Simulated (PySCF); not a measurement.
Q: Write Cartesian coordinates for Ge(SiH3)2Me2, `[CH3][Ge]([CH3])([SiH3])[SiH3]` as optimised with PBE0-D3(BJ)/def2-SVP.

A: 
```
atom  x, y, z in Å
Ge1   -0.1251    0.0062   -0.0815
Si2   -0.1228   -0.0240    2.3057
H3    -1.5191    0.0426    2.8442
H4     0.6452    1.1380    2.8537
H5     0.5118   -1.2835    2.8082
Si6    2.1327    0.0056   -0.8534
H7     2.8972   -1.1286   -0.2449
H8     2.8186    1.2840   -0.4846
H9     2.1879   -0.1416   -2.3437
C10   -1.0449    1.6160   -0.7327
H11   -1.0401    1.6360   -1.8328
H12   -0.5476    2.5247   -0.3644
H13   -2.0892    1.6229   -0.3871
C14   -1.0480   -1.5923   -0.7568
H15   -2.0895   -1.6096   -0.4024
H16   -0.5448   -2.5066   -0.4104
H17   -1.0509   -1.5905   -1.8570
```

Orientation and origin are arbitrary. Atoms count from 1 in this order. Ge1 (germanium bonded to 2 C and 2 Si) is tetrahedral (angles from 108.8° to 110.0°). Si2 (silicon bonded to Ge and 3 H) is tetrahedral (angles from 108.2° to 111.0°).

Bonds between heavy atoms (Å): Ge1–Si2 2.387, Ge1–Si6 2.386, Ge1–C10 1.965, Ge1–C14 1.965.

Level of theory: PBE0-D3(BJ)/def2-SVP geometry optimisation, gas phase (PySCF).

No PBE0-D3(BJ)/def2-SVP frequencies stand behind this structure, so it isn't proved a minimum.

On one thread of an Arm Neoverse V1, shared host, this took 1.9 min wall and 0.62 GiB of memory at its peak. This is the geometry optimisation.
